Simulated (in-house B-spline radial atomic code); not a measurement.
RPA and G0W0 for neutral lithium, [He] 2s1, highest spin, as one setting changes: the share of exact exchange in the PBE hybrid start. A dash marks a level of low quasi-particle weight. Computed with a B-spline radial code for spherical atoms: all electrons, non-relativistic, point nucleus, each spin shell either full or empty, empty states to l = 9 with an (l + 1/2)⁻⁴ tail; G0W0 by contour deformation at full frequency.

RPA overbinds a lone outer s electron by self-correlation, and G0W0 tends to as well.

```json
{"share of exact exchange in the PBE hybrid start": "0", "mean-field level (eV)": "-3.228", "G0W0 level (eV)": "-", "RPA correlation (Eh)": "-0.11256"}
{"share of exact exchange in the PBE hybrid start": "0.1", "mean-field level (eV)": "-3.469", "G0W0 level (eV)": "-", "RPA correlation (Eh)": "-0.1084"}
{"share of exact exchange in the PBE hybrid start": "0.2", "mean-field level (eV)": "-3.711", "G0W0 level (eV)": "2s up -5.710", "RPA correlation (Eh)": "-0.1049"}
{"share of exact exchange in the PBE hybrid start": "0.3", "mean-field level (eV)": "?", "G0W0 level (eV)": "?", "RPA correlation (Eh)": "?"}
{"share of exact exchange in the PBE hybrid start": "0.4", "mean-field level (eV)": "-4.192", "G0W0 level (eV)": "2s up -5.772", "RPA correlation (Eh)": "-0.099172"}
{"share of exact exchange in the PBE hybrid start": "0.5", "mean-field level (eV)": "-4.433", "G0W0 level (eV)": "2s up -5.782", "RPA correlation (Eh)": "-0.096744"}
{"share of exact exchange in the PBE hybrid start": "0.6", "mean-field level (eV)": "-4.672", "G0W0 level (eV)": "2s up -5.786", "RPA correlation (Eh)": "-0.094526"}
{"share of exact exchange in the PBE hybrid start": "0.7", "mean-field level (eV)": "-4.912", "G0W0 level (eV)": "2s up -5.786", "RPA correlation (Eh)": "-0.092481"}
{"share of exact exchange in the PBE hybrid start": "0.8", "mean-field level (eV)": "-5.151", "G0W0 level (eV)": "2s up -5.783", "RPA correlation (Eh)": "-0.090583"}
{"share of exact exchange in the PBE hybrid start": "0.9", "mean-field level (eV)": "?", "G0W0 level (eV)": "?", "RPA correlation (Eh)": "?"}
{"share of exact exchange in the PBE hybrid start": "1", "mean-field level (eV)": "-5.627", "G0W0 level (eV)": "2s up -5.773", "RPA correlation (Eh)": "-0.087143"}
```

**Question.** What belongs in the row for 0.3?

**Answer.** mean-field level (eV): -3.952; G0W0 level (eV): 2s up -5.750; RPA correlation (Eh): -0.10186.

**Question.** What belongs in the row for 0.9?

**Answer.** mean-field level (eV): -5.389; G0W0 level (eV): 2s up -5.779; RPA correlation (Eh): -0.088809.
